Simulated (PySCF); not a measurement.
C4H8OSi, SMILES C=C/C=C/[SiH2]O.

The structure is a stationary point at ωB97X-D3(BJ)/def2-SVP. The structure was generated by enumeration; whether it is a known compound was not checked. The values are those of a single conformer.

All values below come from PBE/def2-TZVP (PySCF).

Isolated molecule, no solvent.

```json
{
  "total_energy": "-521.61290 hartree",
  "highest_occupied_level": "-6.00 eV",
  "lowest_empty_level": "-2.18 eV",
  "orbital_gap": "3.82 eV",
  "dipole_moment": "1.71 D",
  "quadrupole, principal values (traceless, Buckingham form, about the centre of nuclear charge)": "-6.35, 0.72, 5.63 D·Å",
  "mean_static_polarisability": "87.4 bohr³ (12.95 Å³)",
  "polarisability_principal_values": "55.6, 71.1, 135.5 bohr³"
}
```
